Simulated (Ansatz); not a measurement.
`N[SiH]([SiH3])BF` + `CNCN` → `NCN[SiH3]` + `C[SiH](N)BF`  (formal exchange of groups at the Si–Si bond)

Computed with Ansatz on PBE0-D4/def2-TZVP structures; ΔE is electronic, products minus reactants. CCSD(T)/CBS adds triple-zeta CCSD(T) − MP2 to the extrapolated MP2 energy (def2 sets, frozen cores). Functionals use def2-TZVPP. B3LYP here is the variant with VWN-RPA as its local correlation; programs differ in this. One conformer a species, not always the lowest.

```json
{"level": "PBE-D4", "ΔE (kcal/mol)": "-21.1", "difference from CCSD(T)/CBS": "6.0"}
{"level": "r2SCAN-D4", "ΔE (kcal/mol)": "-25.0", "difference from CCSD(T)/CBS": "2.1"}
{"level": "PBE0-D4", "ΔE (kcal/mol)": "-23.1", "difference from CCSD(T)/CBS": "4.0"}
{"level": "B3LYP-D4", "ΔE (kcal/mol)": "-25.7", "difference from CCSD(T)/CBS": "1.4"}
{"level": "ωB97X-V", "ΔE (kcal/mol)": "-25.6", "difference from CCSD(T)/CBS": "1.5"}
{"level": "ωB97M-V", "ΔE (kcal/mol)": "-27.7", "difference from CCSD(T)/CBS": "-0.6"}
{"level": "B2PLYP", "ΔE (kcal/mol)": "-27.3", "difference from CCSD(T)/CBS": "-0.2"}
{"level": "PBE", "ΔE (kcal/mol)": "-21.3", "difference from CCSD(T)/CBS": "5.8"}
{"level": "r2SCAN", "ΔE (kcal/mol)": "-25.0", "difference from CCSD(T)/CBS": "2.1"}
{"level": "PBE0", "ΔE (kcal/mol)": "-23.2", "difference from CCSD(T)/CBS": "3.9"}
{"level": "B3LYP", "ΔE (kcal/mol)": "-25.9", "difference from CCSD(T)/CBS": "1.2"}
{"level": "HF/def2-TZVPP", "ΔE (kcal/mol)": "-29.8", "difference from CCSD(T)/CBS": "-2.7"}
{"level": "MP2/def2-TZVPP", "ΔE (kcal/mol)": "-29.1", "difference from CCSD(T)/CBS": "-2.0"}
{"level": "SCS-MP2/def2-TZVPP", "ΔE (kcal/mol)": "-28.9", "difference from CCSD(T)/CBS": "-1.8"}
{"level": "CCSD/def2-TZVPP", "ΔE (kcal/mol)": "-27.0", "difference from CCSD(T)/CBS": "0.1"}
{"level": "CCSD(T)/def2-TZVPP", "ΔE (kcal/mol)": "-26.4", "difference from CCSD(T)/CBS": "0.7"}
{"level": "HF/def2-QZVPP", "ΔE (kcal/mol)": "-30.2", "difference from CCSD(T)/CBS": "-3.1"}
{"level": "MP2/def2-QZVPP", "ΔE (kcal/mol)": "-29.7", "difference from CCSD(T)/CBS": "-2.6"}
{"level": "SCS-MP2/def2-QZVPP", "ΔE (kcal/mol)": "-29.4", "difference from CCSD(T)/CBS": "-2.3"}
{"level": "HF/CBS(def2)", "ΔE (kcal/mol)": "-30.2", "difference from CCSD(T)/CBS": "-3.1"}
{"level": "MP2/CBS(def2)", "ΔE (kcal/mol)": "-29.8", "difference from CCSD(T)/CBS": "-2.7"}
{"level": "CCSD/CBS(def2)", "ΔE (kcal/mol)": "-27.7", "difference from CCSD(T)/CBS": "-0.6"}
{"level": "CCSD(T)/CBS", "ΔE (kcal/mol)": "-27.1", "difference from CCSD(T)/CBS": "0"}
```

Largest T1 diagnostic among the species: 0.014.

From PBE to PBE0 (25 % exact exchange), in def2-TZVPP and without D4, ΔE moves by −2.0 kcal/mol.
